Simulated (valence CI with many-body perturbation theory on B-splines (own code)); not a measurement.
Ar¹³⁺: what the settings do

Calculated by configuration interaction combined with many-body perturbation theory (CI+MBPT): three valence electrons over a frozen Dirac-Fock core [He], radial functions for each j: 6 s, 6 p, 5 d, 3 f, 1 g, with the one-electron correlation potential Σ1 (screened to all orders), the two-electron term Σ2, the three-electron term Σ3, Breit, model QED; selected single and double excitations, second order for the rest, scaled by the run's own slope (own B-spline code, finite nucleus).

No measured spectrum was set against this ion. As an estimate, levels of excited configurations hold to 0.05 to 0.15 % of their energy, terms of the ground configuration to about 0.5 %.

The reference run has the lowest level 2s²2p ²P°_1/2 and an ionisation energy of 755.104 eV. Its largest variational space holds 4108 state functions.

Reference levels: 2s²2p ²P°_3/2 22655, 2s2p² ⁴P_1/2 229074, 2s2p² ⁴P_3/2 237657, 2s2p² ⁴P_5/2 249146, 2s2p² ²D_3/2 410415, 2s2p² ²D_5/2 411386, 2s2p² ²S_1/2 514935, 2s2p² ²P_1/2 545638, 2s2p² ²P_3/2 555137, 2p³ ⁴S°_3/2 717809, 2p³ ²D°_3/2 811203, 2p³ ²D°_5/2 813092 cm⁻¹.

(1) Rank these changes by the mean size of the shift of these levels, smallest first.
A. correlating orbitals by l 3 3 3 2 1 → 5 4 1 1 2; Breit term on → off
B. averaging of valence orbitals over low configurations on → off
C. size limit of the variational space 10000 → 3000; second order for the rest on → off

Results:

(1) C (1.5 cm⁻¹), B (47 cm⁻¹), A (650 cm⁻¹).
